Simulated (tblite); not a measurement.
C5H5OS (doublet state).
Geometry (GFN2-xTB, Å), atoms numbered from 1 in this order:
```xyz
12
C5H5OS angstrom
O     -2.4458    0.7514    0.4611
C     -1.7894   -0.2653   -0.2633
C     -0.3030   -0.1752   -0.1673
C      0.5492   -0.5884    0.7659
C      1.9107   -0.3044    0.6071
C      2.1047    0.3976   -0.5419
S      0.6380    0.6947   -1.4025
H     -2.1598    0.7146    1.3807
H     -2.1115   -1.2571    0.0900
H     -2.1084   -0.1378   -1.3000
H      2.6879   -0.5973    1.2873
H      3.0286    0.7666   -0.9431
```

Calculated harmonic vibrations of the isolated species, GFN2-xTB (tblite), most abundant isotopes, no scaling. Errors from tens to a few hundred cm⁻¹ against measured bands are possible. One conformer, not necessarily the lowest. Open shells enter through the occupations alone, without spin polarisation, and single modes of such species can be off by tens of per cent.

Harmonic wavenumbers (cm⁻¹): 27.0, 134.8, 249.6, 303.9, 366.2, 462.2, 497.3, 575.1, 637.7, 706.1, 719.5, 815.4, 832.6, 916.5, 1016.7, 1051.7, 1069.3, 1142.8, 1163.5, 1293.6, 1314.7, 1336.1, 1436.2, 1451.2, 1601.5, 2862.9, 2989.7, 3140.0, 3150.9, 3545.9.

A = 4776, B = 1688, C = 1355 MHz; mass 113.006 u (most abundant isotopes); point group C1, symmetry number 1; spin multiplicity 2.

Question: What is the zero-point energy?

Answer: Half the sum of the wavenumbers: 18405 cm⁻¹ = 220.17 kJ/mol.

Question: Entropy at 200 K, 1 bar (ideal gas, RRHO, classical rotation)?

Answer: Translation 159.52, rotation 111.24, vibration 45.71, spin (R ln 2) 5.76: S = 322.2 J/(mol K).

Question: And Cp and H(200 K) − H(0)?

Answer: Cp = 82.96 J/(mol K), of which vibrations give 49.70 (their classical limit is 30 R = 249.4); H(200 K) − H(0) = 11.31 kJ/mol without the zero-point energy, 4.65 from vibrations.

Question: Blend soft modes into free rotors: weight 1/[1 + (100 cm⁻¹/ν̃)⁴] for the oscillator and the rest for a rotor with moment μB/(μ + B), μ = h/(8π²ν), B = 10⁻⁴⁴ kg m². What vibrational entropy results?

Answer: 39.66 J/(mol K) in place of 45.71, which changes −T·S at 200 K by +1.21 kJ/mol.

Question: Which modes carry the vibrational entropy at 200 K?

Answer: 27.0 cm⁻¹: 21.95; 134.8 cm⁻¹: 8.89; 249.6 cm⁻¹: 4.48; 303.9 cm⁻¹: 3.29; 366.2 cm⁻¹: 2.31; 462.2 cm⁻¹: 1.34 J/(mol K); the other 24 give 3.44 together.

Question: How do the functions run with temperature in this model?

Answer: 
```tsv
T (K)	S (J/(mol K))	Cp (J/(mol K))	H − H(0) (kJ/mol)	G − H(0) (kJ/mol)	ln q(vib)
100	275.8	55.1	4.45	-23.13	1.34
300	361.6	113.0	21.11	-87.36	4.14
500	431.7	162.5	49.00	-166.86	7.21
800	518.5	205.4	104.87	-309.90	11.79
1000	566.3	222.7	147.77	-418.48	14.64
```

q(vib) and H(0) count from the zero-point level.

Question: What must be added to the electronic energy to get the Gibbs energy at 200 K and 1 bar?

Answer: ZPE + [H(200 K) − H(0)] − T·S = 220.17 + 11.31 − 64.45 = 167.03 kJ/mol.

Hindered rotation and anharmonicity are outside this model. Other conformers, if any are populated, would add a mixing term that is left out. The structure is chiral; the term R ln 2 for an equal mix with its mirror image is left out.

The run took 0.31 s wall on an Arm Neoverse V1 with one thread, no GPU, on a shared host. The figure is for the frequency step alone.
